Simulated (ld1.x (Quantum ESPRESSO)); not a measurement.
# lithium (Li): from the effect back to the setting (TM)

Base potential:

```
Element                 : lithium
Generator               : ld1.x (Quantum ESPRESSO) 7.5
Type                    : norm-conserving Troullier–Martins (Kleinman–Bylander form)
Functional              : revPBE
Relativity              : non-relativistic
Frozen core             : none
Valence charge          : 3
Reference configuration : 1s2 2s1 2p0
Partial waves           : 1s (bound): rc 0.45 bohr; 2p (bound, empty): rc 4.20 bohr
Local potential         : the p channel
Core correction         : none
```

Occupied shells without a wave of their own: 2s. They enter only through the test configuration that unscreens the potential.

Cutoffs, loose and tight: the cutoffs (Ry, on a coarse ladder) from which the occupation-weighted sum of valence levels, in a spherical-Bessel basis at the reference potential, stays within 10 and 1 mRy of its value at 400 Ry. They do not see the model core or the augmentation charge, which bear on the density cutoff. Test errors are all-electron minus pseudo excitation energies from the reference, over the configurations 1s2 2s0 2p0; 1s2 2s0.5 2p0; 1s2 2s0 2p1; 1s1 2s1 2p0; variants that change the core or the reference have their own tests.

Only the scale of all radii (base = 1) is moved (3 further runs of the sweep failed or gave no value and are left out):

```json
{"scale of all radii (base = 1)": "1.01", "cutoff, loose": "300 Ry", "cutoff, tight": "over 300 Ry", "bound ghosts": "none", "largest test error (meV)": "-470"}
{"scale of all radii (base = 1)": "1.1", "cutoff, loose": "260 Ry", "cutoff, tight": "300 Ry", "bound ghosts": "none", "largest test error (meV)": "-554"}
{"scale of all radii (base = 1)": "1.28", "cutoff, loose": "200 Ry", "cutoff, tight": "over 300 Ry", "bound ghosts": "none", "largest test error (meV)": "-679"}
{"scale of all radii (base = 1)": "1.38", "cutoff, loose": "180 Ry", "cutoff, tight": "over 300 Ry", "bound ghosts": "none", "largest test error (meV)": "-712"}
```

Task: One more run gave cutoff, loose: 230 Ry; cutoff, tight: 300 Ry; bound ghosts: none; largest test error (meV): -653. Which value of the scale of all radii (base = 1) was used?

Result: 1.21. The loose cutoff moves one way along this sweep, from 300 Ry at 1.01 to 180 Ry at 1.38, which places the run between 1.1 and 1.28.
